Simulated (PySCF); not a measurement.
## UHF on Mg⁺ (magnesium, charge +1)

Configuration: [Ne] 3s1, 2S determinant. All numbers are calculated (PySCF 2.14, the spin-free X2C one-electron Hamiltonian (Gaussian nucleus), in x2c-TZVPall (5s4p3d, 32 functions)).

| Item | Value |
| --- | --- |
| Total energy | -199.669615 hartree |
| One-electron energy | -276.0920 hartree |
| Hartree (Coulomb) energy | 92.3230 hartree |
| Exchange energy | -15.9006 hartree |
| ⟨S²⟩ | 0.7501 |
| ⟨L²⟩ | 0.000 |
| Sum of ⟨r⟩ | 8.591 bohr |
| Sum of ⟨r²⟩ | 14.04 bohr² |
| Langevin diamagnetic susceptibility | -11.1 ×10⁻⁶ cm³/mol |
| Time after the integrals | 0.05 s of wall time on 1 thread of Neoverse-V2 (shared host) |

```json
{"shell": "1s α", "electrons": "1", "mean orbital energy (eV)": "-1345.4", "rms radius, mean of both spins (bohr)": "0.151"}
{"shell": "1s β", "electrons": "1", "mean orbital energy (eV)": "-1345.2", "rms radius, mean of both spins (bohr)": "0.151"}
{"shell": "2s α", "electrons": "1", "mean orbital energy (eV)": "-111.81", "rms radius, mean of both spins (bohr)": "0.754"}
{"shell": "2s β", "electrons": "1", "mean orbital energy (eV)": "-111.35", "rms radius, mean of both spins (bohr)": "0.754"}
{"shell": "2p α", "electrons": "3", "mean orbital energy (eV)": "-70.947", "rms radius, mean of both spins (bohr)": "0.771"}
{"shell": "2p β", "electrons": "3", "mean orbital energy (eV)": "-70.785", "rms radius, mean of both spins (bohr)": "0.771"}
{"shell": "3s α", "electrons": "1", "mean orbital energy (eV)": "-14.747", "rms radius, mean of both spins (bohr)": "3.05"}
```
